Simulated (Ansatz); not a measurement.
Two structures of GaH₂ClO₂, singlet, reached by relaxing down either side of one saddle point (PBE0-D4/def2-TZVP). Energies are electronic, without zero-point energy. Computed with Ansatz 0.2.0 (basis: def2-TZVPP and def2-QZVPP); correlated methods freeze the cores. Filled d shells of the heavier atoms are correlated. The def2 sets are not built for correlating such inner shells, so the correlated values are less sure here. Extrapolation: Hartree–Fock as exp(−7.88 √X), correlation as X^−2.97. First:

| atom | x (Å) | y (Å) | z (Å) |
| --- | --- | --- | --- |
| Ga1 | -0.2104 | 0.2044 | -0.1639 |
| O2 | 0.9294 | 0.0503 | 1.1845 |
| O3 | -0.5152 | -1.1816 | -1.2145 |
| H4 | -0.0094 | -1.9571 | -0.9576 |
| Cl5 | -1.2236 | 2.0287 | -0.5468 |
| H6 | 1.0292 | 0.8553 | 1.6982 |

Second:

```tsv
atom	x (Å)	y (Å)	z (Å)
Ga1	-0.7232	0.2609	-0.7449
O2	0.9242	-0.1062	0.5812
O3	-0.6806	-1.3569	-1.1572
H4	0.7842	-1.0374	0.3005
Cl5	-1.1859	2.2974	-0.5217
H6	0.8813	-0.0578	1.5421
```

(1) Which bonds change from the first to the second?

(2) Give the saddle point's structure and its height above each. (Judge from chemistry; the value comes from the calculation.)

T1 diagnostic: at most 0.021.

Answers

(1) GaH₂ClO₂ ([OH][Ga]([OH])[Cl]) → GaClO + H₂O (still joined by a long Ga–O bond); bonds formed: O2–H4; bonds broken: O3–H4; bonds weakened to dative contacts: Ga1–O2.

(2) By the calculation: 220.0 kJ/mol above the first and 13.2 kJ/mol above the second (CCSD(T) at an estimated basis limit (MP2 extrapolated from triple and quadruple zeta, plus CCSD(T) − MP2 in triple zeta)).
| atom | x (Å) | y (Å) | z (Å) |
| --- | --- | --- | --- |
| Ga1 | -0.6299 | 0.3381 | -0.6257 |
| O2 | 0.9462 | -0.1296 | 0.5735 |
| O3 | -0.4861 | -1.3288 | -0.9276 |
| H4 | 0.5535 | -1.0287 | 0.0790 |
| Cl5 | -1.2727 | 2.3283 | -0.6320 |
| H6 | 0.8890 | -0.1793 | 1.5328 |

Labels in which every atom is bracketed show which atoms are joined, not bond orders.

For scale, one of the runs: CCSD(T)/def2-TZVPP, 180 basis functions, launched by `ansatz run in.yaml --threads 4 --pin off --events-out ev --progress --plain --max-ram 9574MiB`. Time: 100 s of wall clock on 4 CPU threads of an AMD EPYC; the host was shared. Peak host memory: 1.8 GiB.
